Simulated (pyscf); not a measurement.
Single points on ωB97X-D3(BJ)/def2-SVP structures (PySCF, gas phase). MP2 and CC: frozen core, UHF for open shells. ΔMP2 is the change of the MP2 total energy from the triple- to the quadruple-zeta basis.

**Question.** Estimate the classical barrier height and the reaction energy of [H₂B–NH]• → [HB–NH₂]• at CCSD(T)/def2-TZVPP + ΔMP2(QZVPP). The step runs on the doublet surface, breaks B–H and forms H–N; take the reactant's lowest minimum found as zero.

**Answer.** ΔE‡ = 36.4 kcal/mol, ΔE = -10.8 kcal/mol. Zero-point energy shifts the barrier by -1.7 kcal/mol. It is a hydrogen shift, with an imaginary mode of 1995i cm⁻¹. One saddle was located; it need not be the lowest between these sides. The CCSD(T) − MP2 part came from Ansatz, without density fitting, on the same reference.
